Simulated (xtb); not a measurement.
Input for xtb: GFN2-xTB on CH7PSi (SMILES C[SiH2]P), a point of a torsion scan.

```
$ xtb mol.xyz --gfn 2 --opt vtight --chrg 0 --uhf 0 --input xcontrol
10

C     -1.25879961     0.62976965    -0.13470597
Si    -0.12500924    -0.82595804     0.05481604
P      1.99046498    -0.25575775     0.18261172
H     -2.05052600     0.60848470     0.65061239
H     -0.72118498     1.60697180    -0.07774187
H     -1.77906203     0.62069962    -1.12665113
H     -0.42104225    -1.57484910     1.29758758
H     -0.28935359    -1.75637485    -1.05230974
H      2.19368874     1.03690959     0.77305490
H      2.69877074    -1.30191671     0.90166899
$constrain
  force constant=1.0
  dihedral: 1,2,3,9,30.0
$end
```

Output:

```
[...]
           -------------------------------------------------
          |                Calculation Setup                |
           -------------------------------------------------



           -------------------------------------------------
          |                 G F N 2 - x T B                 |
           -------------------------------------------------

        Reference                      10.1021/acs.jctc.8b01176
      * Hamiltonian:
        H0-scaling (s, p, d)           1.850000    2.230000    2.230000
        zeta-weighting                 0.500000
      * Dispersion:
        s8                             2.700000
        a1                             0.520000
        a2                             5.000000
        s9                             5.000000
      * Repulsion:
        kExp                           1.500000    1.000000
        rExp                           1.000000
      * Coulomb:
        alpha                          2.000000
        third order                    shell-resolved
        anisotropic                    true
        a3                             3.000000
        a5                             4.000000
        cn-shift                       1.200000
        cn-exp                         4.000000
        max-rad                        5.000000


          ...................................................
          :                      SETUP                      :
          :.................................................:
          :  # basis functions                  31          :
          :  # atomic orbitals                  29          :
          :  # shells                           15          :
          :  # electrons                        20          :
          :  max. iterations                   250          :
          :  Hamiltonian                  GFN2-xTB          :
          :  restarted?                      false          :
          :  GBSA solvation                  false          :
          :  PC potential                    false          :
          :  electronic temp.          300.0000000     K    :
          :  accuracy                    1.0000000          :
          :  -> integral cutoff          0.2500000E+02      :
          :  -> integral neglect         0.1000000E-07      :
          :  -> SCF convergence          0.1000000E-05 Eh   :
          :  -> wf. convergence          0.1000000E-03 e    :
          :  Broyden damping             0.4000000          :
          :  net charge                          0          :
          :  unpaired electrons                  0          :
          ...................................................

 iter      E             dE          RMSdq      gap      omega  full diag
   1     -9.9031901 -0.990319E+01  0.662E+00    4.58       0.0  T
   2    -10.0057898 -0.102600E+00  0.211E+00    3.92       1.0  T
   3    -10.0112239 -0.543416E-02  0.207E+00    4.08       1.0  T
   4    -10.0135469 -0.232297E-02  0.953E-01    4.00       1.0  T
   5    -10.0131792  0.367725E-03  0.724E-01    4.05       1.0  T
   6    -10.0135842 -0.405013E-03  0.228E-01    4.05       1.0  T
   7    -10.0136404 -0.562029E-04  0.619E-02    4.03       1.0  T
   8    -10.0136400  0.416276E-06  0.259E-02    4.04       1.2  T
   9    -10.0136405 -0.489214E-06  0.181E-02    4.03       1.8  T
  10    -10.0136412 -0.776869E-06  0.629E-03    4.04       5.0  T
  11    -10.0136413 -0.310848E-07  0.403E-03    4.04       7.8  T
  12    -10.0136413 -0.175156E-07  0.103E-03    4.04      30.7  T
  13    -10.0136413 -0.124733E-08  0.247E-04    4.04     128.0  T
  14    -10.0136413 -0.134097E-10  0.108E-04    4.04     292.6  T

   *** convergence criteria satisfied after 14 iterations ***

         #    Occupation            Energy/Eh            Energy/eV
      -------------------------------------------------------------
         1        2.0000           -0.7363547             -20.0372
       ...           ...                  ...                  ...
         4        2.0000           -0.4789203             -13.0321
         5        2.0000           -0.4769067             -12.9773
         6        2.0000           -0.4692543             -12.7691
         7        2.0000           -0.4338072             -11.8045
         8        2.0000           -0.4251017             -11.5676
         9        2.0000           -0.4199559             -11.4276
        10        2.0000           -0.3513444              -9.5606 (HOMO)
        11                         -0.2029823              -5.5234 (LUMO)
        12                         -0.1956508              -5.3239
        13                         -0.1843724              -5.0170
        14                         -0.1478165              -4.0223
        15                         -0.1390776              -3.7845
       ...                                ...                  ...
        29                          0.9842837              26.7837
      -------------------
[...]
adient             ...        0 min,  0.002 sec ( 47.044%)
 printout                       ...        0 min,  0.000 sec (  2.053%)

         :::::::::::::::::::::::::::::::::::::::::::::::::::::
         ::                     SUMMARY                     ::
         :::::::::::::::::::::::::::::::::::::::::::::::::::::
         :: total energy              -9.942562504724 Eh    ::
         :: gradient norm              0.000134567280 Eh/a0 ::
         :: HOMO-LUMO gap              4.561825540327 eV    ::
         ::.................................................::
         :: SCC energy               -10.051436498525 Eh    ::
         :: -> isotropic ES            0.016243681394 Eh    ::
         :: -> anisotropic ES          0.001553247133 Eh    ::
         :: -> anisotropic XC          0.004646773608 Eh    ::
         :: -> dispersion             -0.005449261735 Eh    ::
         :: repulsion energy           0.108872897384 Eh    ::
         :: add. restraining           0.000001096418 Eh    ::
         :: total charge              -0.000000000000 e     ::
         :::::::::::::::::::::::::::::::::::::::::::::::::::::

           -------------------------------------------------
          |                Property Printout                |
           -------------------------------------------------

    * Orbital Energies and Occupations

         #    Occupation            Energy/Eh            Energy/eV
      -------------------------------------------------------------
         1        2.0000           -0.7376574             -20.0727
         2        2.0000           -0.6305391             -17.1578
         3        2.0000           -0.5710678             -15.5395
         4        2.0000           -0.4789006             -13.0315
         5        2.0000           -0.4782248             -13.0132
         6        2.0000           -0.4618553             -12.5677
         7        2.0000           -0.4428031             -12.0493
         8        2.0000           -0.4262677             -11.5993
         9        2.0000           -0.4211675             -11.4606
        10        2.0000           -0.3781257             -10.2893 (HOMO)
        11                         -0.2104817              -5.7275 (LUMO)
        12                         -0.1993750              -5.4253
        13                         -0.1736305              -4.7247
        14                         -0.1640156              -4.4631
        15                         -0.1330402              -3.6202
        16                         -0.0769644              -2.0943
        17                         -0.0681740              -1.8551
        18                         -0.0236473              -0.6435
        19                          0.0713145               1.9406
        20                          0.0742498               2.0204
        21                          0.1729026               4.7049
       ...                                ...                  ...
        29                          1.0351393              28.1676
      -------------------------------------------------------------
                  HL-Gap            0.1676440 Eh            4.5618 eV
             Fermi-level           -0.2943037 Eh           -8.0084 eV

     #   Z          covCN         q      C6AA      α(0)
     1   6 C        3.649    -0.195    24.707     7.141
     2  14 Si       3.636     0.462    98.595    19.045
     3  15 P        2.882    -0.288   173.823    23.691
     4   1 H        0.925     0.031     2.572     2.508
     5   1 H        0.925     0.038     2.473     2.459
     6   1 H        0.925     0.037     2.488     2.466
     7   1 H        0.917    -0.070     4.623     3.363
     8   1 H        0.917    -0.077     4.814     3.431
     9   1 H        0.977     0.034     2.528     2.485
    10   1 H        0.977     0.027     2.616     2.527

 Mol. C6AA /au·bohr⁶  :       1614.630177
 Mol. C8AA /au·bohr⁸  :      62706.711732
 Mol. α(0) /au        :         69.116850


Wiberg/Mayer (AO) data.
largest (>0.10) Wiberg bond orders for each atom

 ---------------------------------------------------------------------------
     #   Z sym  total        # sym  WBO       # sym  WBO       # sym  WBO
 ---------------------------------------------------------------------------
     1   6 C    3.984 --     4 H    0.992     6 H    0.984     5 H    0.983
                             2 Si   0.915
     2  14 Si   3.665 --     3 P    0.940     1 C    0.915     8 H    0.879
                             7 H    0.876
     3  15 P    3.045 --    10 H    0.981     9 H    0.978     2 Si   0.940
     4   1 H    0.999 --     1 C    0.992
     5   1 H    0.999 --     1 C    0.983
     6   1 H    0.999 --     1 C    0.984
     7   1 H    0.995 --     2 Si   0.876
     8   1 H    0.994 --     2 Si   0.879
     9   1 H    0.999 --     3 P    0.978
    10   1 H    0.999 --     3 P    0.981
 ---------------------------------------------------------------------------

Topologies differ in total number of bonds
Writing topology from bond orders to xtbtopo.mol

molecular dipole:
                 x           y           z       tot (Debye)
 q only:       -0.697      -0.148       0.189
   full:       -0.635       0.169       0.383       1.933
molecular quadrupole (traceless):
                xx          xy          yy          xz          yz          zz
 q only:       -3.364       1.056       1.997       0.887      -0.280       1.366
  q+dip:       -4.315       0.690       1.709       2.373      -0.322       2.607
   full:       -3.818       0.460       2.183       3.202      -0.569       1.636

           -------------------------------------------------
          |                Geometry Summary                 |
           -------------------------------------------------

      molecular mass/u    :       78.1255819
   center of mass at/Å    :        0.5933615      -0.3916938      -0.0050005
  moments of inertia/u·Å² :        0.3699429E+02   0.1466631E+03   0.1713993E+03
rotational constants/cm⁻¹ :        0.4556820E+00   0.1149412E+00   0.9835300E-01

 * 9 selected distances

     #   Z          #   Z                                           value/Å
     1   6 C        2  14 Si                                      1.9017037
     2  14 Si       3  15 P                                       2.2496810 (max)
     1   6 C        4   1 H                                       1.0852954 (min)
     1   6 C        5   1 H                                       1.0869257
     1   6 C        6   1 H                                       1.0869764
     2  14 Si       7   1 H                                       1.4692675
     2  14 Si       8   1 H                                       1.4666524
     3  15 P        9   1 H                                       1.3828925
Note: The following floating-point exceptions are signalling: IEEE_UNDERFLOW_FLAG IEEE_DENORMAL
normal termination of xtb
     3  15 P       10   1 H                                       1.3814207

 * 5 distinct bonds (by element types)

   Z      Z             #   av. dist./Å        max./Å        min./Å
   1 H    6 C           3     1.0863992     1.0869764     1.0852954
   1 H   14 Si          2     1.4679600     1.4692675     1.4666524
   6 C   14 Si          1     1.9017037     1.9017037     1.9017037
   1 H   15 P           2     1.3821566     1.3828925     1.3814207
  14 Si  15 P           1     2.2496810     2.2496810     2.2496810


optimized geometry written to: xtbopt.xyz


           -------------------------------------------------
          | TOTAL ENERGY               -9.942562504724 Eh   |
          | GRADIENT NORM               0.000134567280 Eh/α |
          | HOMO-LUMO GAP               4.561825540327 eV   |
           -------------------------------------------------

------------------------------------------------------------------------
------------------------------------------------------------------------
 total:
 SCF:
 ANC optimizer:
```

The run finished.

Warnings raised: the energy holds the restraint's term.

Cost: around 0.24 core-seconds (rough).
